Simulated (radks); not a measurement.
Task: Successive ionisation energies (eV) of one element, from differences of total energies of ions in their ground configurations, starting at charge 0: 7.284, 13.714, 26.967, 43.303, 99.341, 120.71, 143.05, 166.28, 191.34, 216.20, 266.64, 292.16, 789.45, 869.10, 951.31, 1035.9, 1130.3, 1219.6, 1349.1, 1422.2, 6284.2, 6596.0. Calculated with a radial shooting solver on a logarithmic mesh with Libxc functionals: Dirac Kohn-Sham, BLYP, spin-unpolarised, spherical densities, finite nucleus; open shells fill j = l - 1/2 first; Fermi nuclear charge, rms radius 3.5921 fm. Which element is it?

Result: Titanium (Z = 22). The first species listed is Ti in [Ar] 3d2 4s2, the last Ti21+ in 1s1.
